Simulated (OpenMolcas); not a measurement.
Rb I: from CASSCF to CASPT2

| Property | Result |
| --- | --- |
| Program | OpenMolcas 26.06 |
| Basis | ANO-RCC-VQZP [8s7p4d2f1g] |
| Scalar Hamiltonian | DKH4, point nucleus |
| Active space | 1 electron in 9 orbitals (4d 5s 5p) |
| State averaging | 2S+1 = 2 even, 1 root; 2S+1 = 2 odd, 3 roots |
| Spin-orbit coupling | state interaction with AMFI integrals over the reference wave functions, term energies averaged over their components |

Methods on the same reference wave functions:
A. CASSCF
B. SS-CASPT2, IPEA 0.25 Eh, imaginary shift 0.1 Eh (closed shells correlated: 4s 4p)

Energies in cm⁻¹ above 5s ²S_1/2, the measured ground level; measured values from NIST Handbook of Basic Atomic Spectroscopic Data.

```tsv
Level	A	B	Measured
5s ²S_1/2	0.0	0.0	0.0
5p ²P°_1/2	10741	12525	12579
5p ²P°_3/2	10876	12660	12817
```

Deviations, from unrounded energies. A percentage is the sum of absolute deviations over the sum of measured energies, with the sign that they share, or ± where signs differ.

```csv
Against measurement,Levels,A,B
mean absolute deviation (cm-1),2,1900,100
other configurations (%),2,-14.9,-0.8
```

B lies closest to measurement on these levels. The largest miss of B in the table is 5p ²P°_3/2, by -160 cm-1. The ranking rests on the paired levels alone, and a cruder setting can come out closer through cancelling errors.

The lowest spin-free term lies below A's lowest term by 0.208 hartree in B.

ANO sets are built for ground and valence states and can reach diffuse excited orbitals poorly. No level of 4d was computed, though it lies in the active space. With one active electron the reference holds no correlation, so core polarisation is missing (holds for A). With one active electron, CASPT2 adds the correlation within the correlated inactive shells and between them and that electron, and leaves the splitting within a term as the reference gives it (holds for B). Computed and measured levels are paired by configuration, term and J; levels that our copy of the source lacks, or whose pairing is in doubt (as where it misses far off the trend of its configuration), stay unpaired and out of the deviations. Levels of configurations outside the active space are missing.

° marks odd parity.
